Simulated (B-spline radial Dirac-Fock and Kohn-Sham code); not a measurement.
Calculated with a B-spline atomic structure program, using ΔSCF Dirac-Fock with Breit, self-energy and vacuum polarisation, finite nucleus, configuration average. The model has no electron correlation.

Question: An atom or ion in its tabulated ground configuration has these computed binding energies (the last is its least bound level). Which is it?

| level | binding energy (eV) |
| --- | --- |
| 1s | 85384.1 |
| 2p1/2 | 16488.6 |
| 3s | 5749.6 |
| 3p1/2 | 5471.3 |
| 3d5/2 | 4482.5 |
| 4s | 2684.8 |
| 4p | 2462.7 |

Answer: Hg⁴⁵⁺: Z = 80 with 35 electrons, [Ar] 3d10 4s2 4p5. The hydrogen-like estimate √(E/Ry) = 79.2 for the K level lies 0.8 below Z (screening lowers it, relativity raises it); the outermost level, at 2462.7 eV, fixes the charge.

Question: An atom or ion in its tabulated ground configuration has these computed binding energies (the last is its least bound level). Which is it?

| level | binding energy (eV) |
| --- | --- |
| K | 2020.9 |
| L1 | 293.5 |
| L2,3 | 250.8 |

Answer: Si⁶⁺: Z = 14 with 8 electrons, [He] 2s2 2p4. The hydrogen-like estimate √(E/Ry) = 12.2 for the K level lies 1.8 below Z; the outermost level, at 250.8 eV, fixes the charge.

Question: Identify the element and charge state from the binding energies below (tabulated ground configuration; the least bound level is included).

| level | binding energy (eV) |
| --- | --- |
| 2s | 10276.5 |
| 2p1/2 | 9869.7 |
| 2p3/2 | 9263.1 |
| 3s | 3881.0 |
| 3p1/2 | 3714.4 |
| 3p3/2 | 3566.5 |
| 3d | 3342.7 |

Answer: Sm⁴³⁺: Z = 62 with 19 electrons, [Ar] 3d1.

Question: Identify the element and charge state from the binding energies below (tabulated ground configuration; the least bound level is included).

```csv
level,binding energy (eV)
1s,50233.9
2s,11781.8
2p,11147.7
```

Answer: Pm⁵⁴⁺: Z = 61 with 7 electrons, [He] 2s2 2p3. The hydrogen-like estimate √(E/Ry) = 60.8 for the K level lies 0.2 below Z (screening lowers it, relativity raises it); the outermost level, at 11147.7 eV, fixes the charge.

Question: An atom or ion in its tabulated ground configuration has these computed binding energies (the last is its least bound level). Which is it?

```
level  binding energy (eV)
   L1               8511.8
   L3               7486.8
   M3               2164.3
   M4               1852.3
   N2                930.6
   N3                896.7
 N4,5                777.1
```

Answer: Sm²⁴⁺: Z = 62 with 38 electrons, [Kr] 4d2.
